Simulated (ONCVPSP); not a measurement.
## Pseudopotential generation for neon (Ne): ONCV, PBE, scalar-relativistic.

Ne, optimised norm-conserving Vanderbilt (ONCV), made with ONCVPSP 4.0.1 (PBE, scalar-relativistic). Core [He], reference 2s2 2p6. Waves: 2s: rc 0.65 bohr, ncon 4, nbas 7, qcut 10.1 1/bohr, 2 projectors, debl 1.3 Ha; 2p: rc 0.90 bohr, ncon 5, nbas 10, qcut 17.8 1/bohr, 1 projector; d scattering state at 0.06 Ha: rc 0.90 bohr, ncon 4, nbas 8, qcut 11.3 1/bohr, 2 projectors, debl 3.7 Ha. Local part: polynomial inside 0.55 bohr (lpopt 5, dvloc0 0 Ha). Core correction: none.

In the s channel the program set the typed energies aside and used -1.338, 0.250 Ha.

All-electron outer shells of the reference configuration (PBE, scalar-relativistic, ld1.x):

```
shell  level (eV)  outermost node (bohr)  outermost maximum (bohr)
   1s     -830.80                      –                      0.10
   2s      -36.40                   0.22                      0.68
   2p      -13.33                      –                      0.62
```

Question: Does the generator finish with these settings?

Answer: Yes, a potential is produced and its reference levels are reproduced.

Question: Estimate the cutoffs (Ha) at which the residual kinetic energy of the hardest occupied pseudo-wave falls to 1 and 0.1 mHa per electron.

Answer: 182 Ha and 272 Ha.

Question: What does a ghost test show?

Answer: No bound ghost flagged; GHOST(+) flags only above 600 eV.

Question: Which valence shell sets the plane-wave cutoff?

Answer: 2s: 182 Ha for 1 mHa per electron, against 97 Ha for 2p.

Question: Tests: 2s2 2p5; 2s2 2p4; 2s2 2p3; 2s2 2p5.5. Which has the largest error in its energy relative to the reference configuration, and how large is it?

Answer: 2s2 2p3, with +59 meV (all-electron minus pseudo) on +133.17 eV.
